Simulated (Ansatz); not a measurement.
Cost and result for the atomization energy of `C[SiH]1CSS1` (11 atoms, 11 bonds).

```xyz
11

C    -0.322    0.190    1.588
Si    0.253   -0.670    0.045
C     0.542    0.521   -1.381
S    -1.161    0.317   -2.008
S    -1.339   -1.577   -1.079
H    -0.684   -0.536    2.319
H    -1.136    0.879    1.354
H     0.498    0.753    2.043
H     1.353   -1.623    0.353
H     1.269    0.185   -2.122
H     0.727    1.561   -1.112
```

Charge 0, multiplicity 1. All single points use the PBE0-D4/def2-TZVP geometry. Program: Ansatz. All runs use 4 threads of an Arm Neoverse V1 on a shared host. Times are those of one run each, without the atoms' runs, and a repeat can differ threefold. Electronic energies, without spin–orbit coupling; frozen cores. CCSD(T)/CBS adds CCSD(T) − MP2 in def2-TZVPP to the MP2 limit, and its time is that of the two runs behind it. T1 = 0.012. B3LYP takes the VWN-RPA correlation (the form of Gaussian; ORCA's B3LYP/G).

CCSD(T)/CBS is a level of theory with its own doubt, some kJ/mol a heavy atom from the limit and from the frozen cores, so smaller differences don't rank the functionals.

```
                             level  functions  wall time  atomization (kcal/mol)  difference from CCSD(T)/CBS  per bond
   PBE-D4/def2-TZVPP (with forces)        272      3.5 s                   954.8                         18.2       1.7
                PBE0-D4/def2-TZVPP        272      4.4 s                   942.6                          6.0       0.5
 B3LYP-D4/def2-TZVPP (with forces)        272        7 s                   932.4                         -4.2      -0.4
r2SCAN-D4/def2-TZVPP (with forces)        272        7 s                   941.3                          4.7       0.4
                 B2PLYP/def2-TZVPP        272      7.5 s                   920.4                        -16.2      -1.5
                ωB97X-V/def2-TZVPP        272       11 s                   942.4                          5.8       0.5
  ωB97M-V/def2-TZVPP (with forces)        272       16 s                   942.9                          6.3       0.6
                    MP2/def2-QZVPP        504       29 s                   938.7                          2.1       0.2
                CCSD(T)/def2-TZVPP        272    3.1 min                   908.1                        -28.5      -2.6
                 CCSD(T)/CBS(def2)          –    3.6 min                   936.6                          0.0       0.0
```

In def2-TZVPP, CCSD(T) changes the Hartree–Fock value by +231.3 kcal/mol (the triples alone add +16.1 kcal/mol) and MP2 by +245.1 kcal/mol; breaking electron pairs costs correlation energy, which Hartree–Fock lacks. The D4 term adds +12.9 kcal/mol with B3LYP and +6.7 kcal/mol with PBE0; it sums over pairs of atoms, weighted by their polarisabilities, and B3LYP, whose exchange is more repulsive, gets the larger term. From PBE to PBE0 (25 % exact exchange), in def2-TZVPP and without D4, the atomization energy moves by −11.0 kcal/mol: exact exchange takes away binding that semilocal exchange gives to molecules.
